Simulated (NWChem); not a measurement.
Program: NWChem. System: BF, charge 0, spin multiplicity 1, at a geometry optimised with B3LYP/def2-SVP. The structure started from a generated list of species. Level: RHF/STO-3G.

The NWChem input:

```
start mol
memory heap 200 mb stack 900 mb global 1100 mb
geometry units angstroms nocenter noautoz
  B      0.000000     0.000000    -0.812271
  F      0.000000     0.000000     0.451262
  symmetry group C2v
end
basis spherical
  * library sto-3g
end
scf
  rhf
  nopen 0
  maxiter 100
  thresh 1e-7
  semidirect memsize 60000000 filesize 0
end
task scf energy
```

NWChem printed:

```
             Northwest Computational Chemistry Package (NWChem) 7.3.0
             --------------------------------------------------------

                                NWChem Input Module
                                -------------------

 Scaling coordinates for geometry "geometry" by  1.889725989
 (inverse scale =  0.529177249)

 Turning off AUTOSYM since
 SYMMETRY directive was detected!

                             Geometry "geometry" -> ""
                             -------------------------

 Output coordinates in angstroms (scale by  1.889725989 to convert to a.u.)

  No.       Tag          Charge          X              Y              Z
 ---- ---------------- ---------- -------------- -------------- --------------
    1 B                    5.0000     0.00000000     0.00000000    -0.81227100
    2 F                    9.0000     0.00000000     0.00000000     0.45126200

 Effective nuclear repulsion energy (a.u.)      18.8463429170

            Nuclear Dipole moment (a.u.)
            ----------------------------
        X                 Y               Z
 ---------------- ---------------- ----------------
     0.0000000000     0.0000000000     0.0000056692

      Symmetry information
      --------------------

 Group name             C2v
 Group number             16
 Group order               4
 No. of unique centers     2

      Symmetry unique atoms

     1    2


 Summary of "ao basis" -> "" (spherical)
 ------------------------------------------------------------------------------
       Tag                 Description            Shells   Functions and Types
 ---------------- ------------------------------  ------  ---------------------
 *                           sto-3g                   on all atoms

 Summary of "ao basis" -> "ao basis" (spherical)
 ------------------------------------------------------------------------------
       Tag                 Description            Shells   Functions and Types
 ---------------- ------------------------------  ------  ---------------------
 B                           sto-3g                  3        5   2s1p
[...]
                       ROHF Final Molecular Orbital Analysis
                       -------------------------------------

 Vector    5  Occ=2.000000D+00  E=-5.724919D-01  Symmetry=b2
              MO Center= -6.8D-48,  1.2D-16,  3.4D-01, r^2= 4.9D-01
   Bfn.  Coefficient  Atom+Function         Bfn.  Coefficient  Atom+Function
  ----- ------------  ---------------      ----- ------------  ---------------
     9      0.927807  2 F  py                 4      0.245076  1 B  py

 Vector    6  Occ=2.000000D+00  E=-5.724919D-01  Symmetry=b1
              MO Center= -2.6D-17,  2.7D-48,  3.4D-01, r^2= 4.9D-01
   Bfn.  Coefficient  Atom+Function         Bfn.  Coefficient  Atom+Function
  ----- ------------  ---------------      ----- ------------  ---------------
     8      0.927807  2 F  px                 3      0.245076  1 B  px

 Vector    7  Occ=2.000000D+00  E=-2.797198D-01  Symmetry=a1
              MO Center=  3.0D-16, -5.7D-17, -1.2D+00, r^2= 9.1D-01
   Bfn.  Coefficient  Atom+Function         Bfn.  Coefficient  Atom+Function
  ----- ------------  ---------------      ----- ------------  ---------------
     2      0.902057  1 B  s                  5     -0.462428  1 B  pz
    10      0.282863  2 F  pz                 1     -0.243046  1 B  s

 Vector    8  Occ=0.000000D+00  E= 3.279028D-01  Symmetry=b1
              MO Center= -3.8D-16,  2.0D-49, -7.2D-01, r^2= 1.0D+00
   Bfn.  Coefficient  Atom+Function         Bfn.  Coefficient  Atom+Function
  ----- ------------  ---------------      ----- ------------  ---------------
     3      0.985467  1 B  px                 8     -0.412772  2 F  px

 Vector    9  Occ=0.000000D+00  E= 3.279028D-01  Symmetry=b2
              MO Center= -6.8D-49,  8.7D-18, -7.2D-01, r^2= 1.0D+00
   Bfn.  Coefficient  Atom+Function         Bfn.  Coefficient  Atom+Function
  ----- ------------  ---------------      ----- ------------  ---------------
     4      0.985467  1 B  py                 9     -0.412772  2 F  py

 Vector   10  Occ=0.000000D+00  E= 7.871589D-01  Symmetry=a1
              MO Center=  1.0D-17, -1.7D-18, -4.1D-01, r^2= 9.2D-01
   Bfn.  Coefficient  Atom+Function         Bfn.  Coefficient  Atom+Function
  ----- ------------  ---------------      ----- ------------  ---------------
     5      1.105680  1 B  pz                 7     -0.762853  2 F  s
    10      0.700488  2 F  pz                 2      0.655150  1 B  s

 center of mass
 --------------
 x =   0.00000000 y =   0.00000000 z =  -0.02325575

 moments of inertia (a.u.)
 ------------------
          39.738834308119           0.000000000000           0.000000000000
           0.000000000000          39.738834308119           0.000000000000
           0.000000000000           0.000000000000           0.000000000000

  Mulliken analysis of the total density
  --------------------------------------

    Atom       Charge   Shell Charges
 -----------   ------   -------------------------------------------------------
    1 B    5     4.82   2.00  1.72  1.10
    2 F    9     9.18   2.00  1.93  5.25

       Multipole analysis of the density wrt the origin
       ------------------------------------------------

     L   x y z        total         open         nuclear
     -   - - -        -----         ----         -------
     0   0 0 0     -0.000000      0.000000     14.000000

     1   1 0 0     -0.000000      0.000000      0.000000
     1   0 1 0      0.000000      0.000000      0.000000
     1   0 0 1      0.432275      0.000000      0.000006

     2   2 0 0     -5.978387      0.000000      0.000000
     2   1 1 0      0.000000      0.000000      0.000000
     2   1 0 1      0.000000      0.000000      0.000000
     2   0 2 0     -5.978387      0.000000      0.000000
     2   0 1 1      0.000000      0.000000      0.000000
     2   0 0 2     -9.370813      0.000000     18.325479

 Task  times  cpu:        0.1s     wall:        0.1s

 Total times  cpu:        0.1s     wall:        0.1s
```
